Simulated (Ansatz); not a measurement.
Relaxation of Cl2H3PZn (7 atoms, charge 0, multiplicity 1), to a largest force component of 0.03 eV/Å in at most 50 steps.

These are results of Ansatz 0.2.0, RKS PBE/def2-SVP, not measurements.

```xyz
7
Properties=species:S:1:pos:R:3
Zn 0.338 -0.008 0.133
Cl 0.811 -0.028 2.285
Cl 0.033 -0.012 -1.952
P -3.006 0.191 1.103
H -2.954 -0.963 0.242
H -3.282 -0.632 2.255
H -1.595 0.140 1.370
```

Question: Where does it end, and by what steps?

Answer: The run converged. The force dipped under the threshold on the way, but the program's further checks kept it going. After 13 steps the energy has fallen by 0.195 eV; H6 moved furthest, 1.20 Å.

```tsv
step	energy less start (eV)	largest force component (eV/Å)	accepted
0	0.0000	1.031	yes
1	-0.0793	0.463	yes
2	-0.1043	0.249	yes
3	-0.1136	0.206	yes
4	-0.1261	0.155	yes
5	-0.1312	0.340	yes
6	-0.1442	0.268	yes
7	-0.1605	0.240	yes
8	-0.1727	0.385	yes
9	-0.1809	0.357	yes
10	-0.1930	0.091	yes
11	-0.1943	0.024	yes
12	-0.1947	0.034	yes
13	-0.1952	0.005	yes
```

```xyz
7
Properties=species:S:1:pos:R:3
Zn -0.031 -0.317 0.370
Cl 0.774 -0.105 2.322
Cl -0.303 -0.578 -1.721
P -3.098 -0.028 1.243
H -2.614 -0.241 -0.101
H -2.250 -1.051 1.804
H -2.133 1.007 1.520
```

Time of the run: 32 s on 2 threads of Arm Neoverse V1 (shared host), peak memory 0.15 GiB.
